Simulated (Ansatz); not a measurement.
Frontier orbitals of CH₄O₂SW, SMILES `[CH3][W](=[O])([OH])=[S]`.

Total charge 0; spin multiplicity 1. Correlated methods include outer-core shells of W, which these sets cover unevenly. W: def2 effective core potential. Geometry: relaxed with PBE0-D4/def2-TZVP. It is one conformer, not always the lowest. Basis def2-TZVPP, the Gaussian-basis code of Ansatz.

Orbital energies of one run (eV). Highest occupied ones, from the top: -7.64, -8.25, -9.13, -9.63, -10.00, -10.64, -11.19, -11.29, -12.11, -12.21, -12.35, -15.55, -18.88, -19.82. Empty: -2.39, -2.07, -0.61, -0.28, 0.08, 0.12.

Question: Which functional gave them?
A. PBE
B. LDA (SPW92)
C. PBE0
D. CAM-B3LYP

Answer: C. HOMO energies: PBE0 -7.64, PBE -6.41, LDA (SPW92) -6.58, CAM-B3LYP -8.92 eV.
